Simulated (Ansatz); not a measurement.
The multiplicity is imposed and other spin states were not computed.

Z-matrix (Å, degrees):
```
Au
O 1 1.9605
H 2 0.9781 1 108.05
C 1 2.1445 2 160.60 3 -99.04
H 4 1.1026 1 108.30 2 72.56
H 4 1.1029 5 115.53 1 121.20
C 4 1.4067 5 120.72 6 160.65
H 7 1.1026 4 120.72 5 0.00
H 7 1.1029 8 115.53 4 160.65
```
Charge 0, multiplicity 1.

Calculation: frozen-core CCSD(T)/def2-TZVPP // PBE-D3(BJ)/def2-SVP (Ansatz, a first-principles code).

| Item | Result |
|---|---|
| HF energy | -288.33026 Ha |
| MP2 correlation energy | -1.25662 Ha |

### Question
Estimate the CCSD correlation energy, the (T) correction, the total energy and the T1 diagnostic.

### Answer

| Quantity | Value |
|---|---|
| CCSD correlation energy | -1.21667 Ha |
| (T) correction | -0.05262 Ha |
| CCSD(T) total energy | -289.59956 Ha |
| T1 diagnostic | 0.017 |
